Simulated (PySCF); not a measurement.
Working out the ionisation energy of Br

Br [Ar] 3d10 4s2 4p5 (2P) → Br⁺ [Ar] 3d10 4s2 4p4 (3P). Calculation: PySCF 2.14, in def2-TZVPPD (7s6p5d1f, 57 functions); the non-relativistic Hamiltonian (point nucleus). Frozen: [Ar] 3d10. Energies in hartree (1 hartree = 27.21139 eV):

| part | Br (lower) | Br⁺ (upper) |
| --- | --- | --- |
| UHF | -2572.398469 | -2572.003048 |
| CCSD correlation | -0.153970 | -0.124154 |
| (T) | -0.004650 | -0.003340 |

Q: What does Hartree-Fock give?

A: (-2572.003048) − (-2572.398469) = 0.395421 hartree = 10.760 eV.

Q: What do CCSD and CCSD(T) give?

A: The CCSD correlation energies differ by 0.029816 hartree = 0.811 eV and the triples by 0.001310 hartree = 0.036 eV, so CCSD gives 11.571 eV and CCSD(T) 11.607 eV.

Measured between the centres of the two terms (NIST): 11.844 eV, so CCSD(T) (valence) is off by -0.237 eV.

The calculation is non-relativistic.

What remains against the reference includes basis incompleteness, the frozen core and higher excitations.
